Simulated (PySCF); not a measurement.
C₃H₅BFNO, SMILES B(F)(C=O)/C=N/C.

The structure is a stationary point at B3LYP-D3(BJ)/def2-SVP. The structure was generated by enumeration; whether it is a known compound was not checked. The values are those of a single conformer.

Two levels are set side by side: PBE/def2-TZVP (PySCF) and CAM-B3LYP/def2-TZVP (PySCF). Same geometry, gas phase. Differences are taken from unrounded values.

| quantity | PBE |
|---|---|
| orbital gap (eV) | 1.60 |
| highest occupied level (eV) | -5.68 |
| lowest empty level (eV) | -4.09 |
| dipole moment (D) | 1.31 |
| mean polarisability (bohr³) | 65.3 |

Task: These are the PBE values. What does CAM-B3LYP give? (The exact figures need the calculation; the answer reports its results.)

Result: 
```
quantity                     CAM-B3LYP  PBE minus CAM-B3LYP
---------------------------  ---------  -------------------
orbital gap (eV)                  6.77                -5.18
highest occupied level (eV)      -8.73                 3.05
lowest empty level (eV)          -1.96                -2.13
dipole moment (D)                 1.08                 0.23
mean polarisability (bohr³)       60.6                  4.7
```

PBE's occupied levels lie high since its potential decays too fast outside the molecule; exact exchange lowers them and widens the gap. Loosely held outer electrons make PBE densities more polarisable. Differences between two approximate levels are no errors against the true value.

Rough cost on one machine, each run with all the roots and properties that it gave: CAM-B3LYP against PBE within a factor of 2.
